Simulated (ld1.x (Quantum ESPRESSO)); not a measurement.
Values are calculated unless marked as measured or tabulated.
Pseudopotentials across the periodic table

Generated with ld1.x 7.5 (TM, RRKJ, ultrasoft, PAW), atompaw 4.2 or ONCVPSP 4.0.1. The cutoff is in Ry: for ld1.x and atompaw files where the sum of valence levels is converged to 10 mRy in a Bessel basis, for ONCV files where the hardest occupied wave has 1 mHa per electron of residual kinetic energy. The error is the largest all-electron minus pseudo excitation energy over each file’s own four to seven test configurations (ionisations up to +4, promotions, holes and added fractions of an electron), all of which were solved. The labels leave out finer settings (local radius, basis sizes, second energies), which also bear on the numbers. Spin-polarised tests are not counted. The rows are a selection from randomly drawn settings: files with unsolved tests, undetermined cutoffs or missed reference levels are left out.

A true bound ghost makes a file unfit for plane-wave use even where its test errors are small: the radial tests pick states by their node count and pass the ghost by.

| element | potential | cutoff (Ry) | largest error (meV) | bound ghosts |
| --- | --- | --- | --- | --- |
| Li | TM, PBE, non-relativistic, rc 1.90/4.20/4.55 (spd), local s, core correction no, reference 2s1 2p0 | 6 | +4.9 | none |
| N | ultrasoft, revPBE, scalar-relativistic, rc 0.95/1.55/1.40 (spd), local smoothed, core correction no, reference 2s1.5 2p3.5 | 30 | +587 | none |
| O | TM, LDA (PZ), non-relativistic, rc 0.65/1.35/1.40 (spd), local p, core correction yes, reference 2s2 2p4 | 140 | +1372 | none |
| Al | ultrasoft, PBE, scalar-relativistic, rc 2.25/2.95 (sp), local smoothed, core correction yes, reference 3s1.5 3p1.5 | 6 | +7.1 | none |
| Zr | TM, PBE, scalar-relativistic, rc 3.30/1.35/2.20 (spd), local s, core correction yes, reference 4p6 4d2 5s1 5p0 | 55 | -472 | none |
| Te | TM, PBE, scalar-relativistic, rc 1.55/2.64/1.05 (spd), local s, core correction yes, reference 4d10 5s2 5p3 | 120 | -53 | none |
| Er | TM semilocal, PBEsol, scalar-relativistic, rc 2.40/4.15/2.50 (spd), local s, core correction no, reference 5d1 6s2 6p0 | 18 | +133 | none |
| Pb | TM, PBE, fully relativistic, rc 2.00/2.75 (sp), local s, core correction yes, reference 6s2 6p2 | 21 | -621 | none |

Fill in the row for Ge: ultrasoft, PBE, scalar-relativistic, rc 1.70/1.50/1.30 (spd), local smoothed, core correction no, reference 3d10 4s2 4p0.

cutoff 90 Ry, largest error +189 meV, bound ghosts: p.

Fill in the row for B: TM, PW91, non-relativistic, rc 1.35/2.05/1.90 (spd), local s, core correction yes, reference 2s1 2p2.

cutoff 25 Ry, largest error +130 meV, bound ghosts: none.
